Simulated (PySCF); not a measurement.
## Electron correlation in Cu²⁺ (copper, charge +2)

Starting occupation: [Ar] 3d9, 3d3/2 with m_j = -3/2, -1/2, +1/2, +3/2, 3d5/2 with m_j = -3/2, -1/2, +1/2, +3/2, +5/2. Computed with PySCF 2.14 in x2c-TZVPall-2c (6s7p4d1f, 54 functions), with X2C-1e with screened-nucleus spin-orbit coupling, Gaussian nucleus. Frozen: [Ne]; 17 electrons correlated; the 6 highest virtual spinors left out.

MP2 pair energies summed by pair of shells (mhartree):

```
 pair   energy  share (%)
3d-3d  -262.57       49.5
3d-3p  -161.89       30.5
3p-3p   -46.67        8.8
3d-3s   -37.60        7.1
3p-3s   -18.75        3.5
3s-3s    -2.90        0.5
```

Total MP2 correlation energy: -530.38 mhartree.

The GHF reference relaxed away from the jj start to a determinant that is no pure jj level (⟨S²⟩ = 0.75, ⟨J²⟩ = 8.75); the energies belong to that determinant.

This basis was not built for core-valence correlation, so the inner-shell part is incomplete.
